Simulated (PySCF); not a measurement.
Input of a run (PBE0-D3(BJ)/def2-SVP geometry optimisation, gas phase (PySCF 2.14.0)), started from GFN2-xTB:
```
{"job": {"xc": "PBE0", "basis": "def2-SVP", "d3": "d3bj", "grid": 1, "maxiter": 30, "shake": 0.01, "kind": "geom"}, "charge": 0, "multiplicity": 1}
N     -1.313860    -0.535280    -0.502440
Ge    -0.054880     0.694480    -0.082380
C      1.481100    -0.441060     0.445810
O      2.341080    -0.160770     1.292150
H     -2.180990    -0.163130    -0.945030
H     -1.600860    -1.173380     0.202890
H     -0.378680     1.708410     0.996250
H      0.193210     1.453240    -1.368120
H      1.571690    -1.399660    -0.072850
```

Output (energies in Eh, forces in Eh/bohr):
```
step   0  E = -2247.22236072  max force = 0.044258
step   1  E = -2247.22716474  max force = 0.008872
step   2  E = -2247.22653804  max force = 0.012837
step   3  E = -2247.22780533  max force = 0.001580
step   4  E = -2247.22787927  max force = 0.000781
step   5  E = -2247.22799297  max force = 0.001122
step   6  E = -2247.22804330  max force = 0.000987
step   7  E = -2247.22814740  max force = 0.000872
step   8  E = -2247.22820248  max force = 0.000631
step   9  E = -2247.22823281  max force = 0.000513
step  10  E = -2247.22824636  max force = 0.000289
optimisation converged
```

Task: Summarise the run.

Result: The energy falls by 3.7 kcal/mol over 11 energy and gradient evaluations, the largest force component goes from 0.0443 to 2.9e-04 Eh/bohr, and the atoms move by 0.169 Å rms after alignment. The bond that changes most is C3=O4 (carbonyl carbon to carbonyl oxygen), which shortens by 0.037 Å. Bonds longer at the end by more than 0.005 Å: 6 of 8; shorter: 2. Among the angles that change most is N1–Ge2–C3, from 102.2° to 106.6°. Among the dihedrals that turn most is H6–N1–Ge2–H7, from -62° to -41°. The energy rose by more than 1e-6 Eh at step 2. The first step brought 82 % of the lowering.

Task: What are the final bond lengths?

Result: N1–Ge2 1.838 Å, Ge2–C3 2.000 Å, C3=O4 1.202 Å, N1–H5 1.016 Å, N1–H6 1.017 Å, Ge2–H7 1.545 Å, Ge2–H8 1.540 Å, C3–H9 1.127 Å. Numbering counts from 1 in the input's order; the species is `[NH2][GeH2][CH]=O`.

The run used 99 basis functions and 79 SCF cycles in all.

Stationary, but not proved a minimum. One conformer, not necessarily the lowest.
